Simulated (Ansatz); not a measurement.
H₉Si₅, doublet, at a GFN2-xTB geometry, atoms displaced at random by about 0.08 Å a coordinate; HF/STO-3G, gradient (Ansatz, a first-principles code).

The Ansatz input:
Ansatz 0.2 input:
```yaml
crystal:
  periodic: [false, false, false]
  atoms:
    - {symbol: Si, position_ang: [0.30931438, 1.92924778, 0.02391801]}
    - {symbol: Si, position_ang: [1.93134552, 0.51275037, 0.50839333]}
    - {symbol: Si, position_ang: [0.88078096, -1.69292882, 0.22735781]}
    - {symbol: Si, position_ang: [-1.29643689, -1.33392308, -0.24471206]}
    - {symbol: Si, position_ang: [-1.72161222, 0.92272893, -0.35757469]}
    - {symbol: H, position_ang: [-0.01672628, 3.08359653, 1.02462969]}
    - {symbol: H, position_ang: [2.67841479, 0.69018958, 1.75092972]}
    - {symbol: H, position_ang: [2.91062301, 0.55398680, -0.54126898]}
    - {symbol: H, position_ang: [1.63943280, -2.65137976, -0.79992036]}
    - {symbol: H, position_ang: [0.93389321, -2.43201681, 1.33599286]}
    - {symbol: H, position_ang: [-1.59180685, -1.79442377, -1.67332228]}
    - {symbol: H, position_ang: [-2.18976811, -2.08361428, 0.43844856]}
    - {symbol: H, position_ang: [-2.32272167, 1.23282267, -1.68340606]}
    - {symbol: H, position_ang: [-2.94348048, 1.21202964, 0.59397684]}
basis:
  gaussian:
    orbitals: STO-3G
hamiltonian:
  xc: hf
magnetization: {spin_polarized: true, initial_magnetization: 1}
output: {forces: true}
```

Predict the main parts of the log of this Ansatz run.


```
Functional definition: HF
607 factors; integrals over basis functions are off by at most 3.2e-5 eV
mean field evaluation 1: about -38998.8684 eV, gradient 1.1e1 eV
mean field evaluation 2: about -38998.9323 eV, gradient 1.1e1 eV
mean field evaluation 4: about -39000.4873 eV, gradient 1.0e0 eV
mean field evaluation 8: about -39000.5150 eV, gradient 8.0e-3 eV
mean field -39000.51501460 eV, -1433.2424912878 hartree, gradient 2.8e-5 eV, S^2 0.756381; 0 other end points of the search recorded, 0 dependent functions left out
the calculation of the forces begins
reference -39000.51501460 eV, -1433.2424912878 hartree; 40, 39 occupied and 14, 15 virtual orbitals, 607 factors
Total energy: -39000.51501460 eV, -1433.2424912878 hartree
Atom 0 at     0.309314     1.929248     0.023918 Å, force    -2.489285     3.174760     1.495441 eV/Å
Atom 1 at     1.931346     0.512750     0.508393 Å, force    -0.030545    -3.426623    -0.084543 eV/Å
Atom 2 at     0.880781    -1.692929     0.227358 Å, force     2.546895     1.518836    -3.938385 eV/Å
Atom 3 at    -1.296437    -1.333923    -0.244712 Å, force     0.685395     1.214231    -4.990229 eV/Å
Atom 4 at    -1.721612     0.922729    -0.357575 Å, force    -2.607011    -0.333970     0.888659 eV/Å
Atom 5 at    -0.016726     3.083597     1.024630 Å, force     1.080406    -2.267103    -1.673492 eV/Å
Atom 6 at     2.678415     0.690190     1.750930 Å, force    -0.738742    -0.088041    -0.700657 eV/Å
Atom 7 at     2.910623     0.553987    -0.541269 Å, force    -0.137745     0.239532     0.264096 eV/Å
Atom 8 at     1.639433    -2.651380    -0.799920 Å, force    -1.812135     2.561658     2.036370 eV/Å
Atom 9 at     0.933893    -2.432017     1.335993 Å, force     0.209800    -1.523094     2.963080 eV/Å
Atom 10 at    -1.591807    -1.794424    -1.673322 Å, force     0.777166     0.619370     2.259138 eV/Å
Atom 11 at    -2.189768    -2.083614     0.438449 Å, force    -1.408453    -1.155412     1.823404 eV/Å
Atom 12 at    -2.322722     1.232823    -1.683406 Å, force     0.995751    -0.303295     1.313829 eV/Å
Atom 13 at    -2.943480     1.212030     0.593977 Å, force     2.928501    -0.230850    -1.656711 eV/Å
Dipole moment:     0.205501     0.223177     0.089768 e Å
```
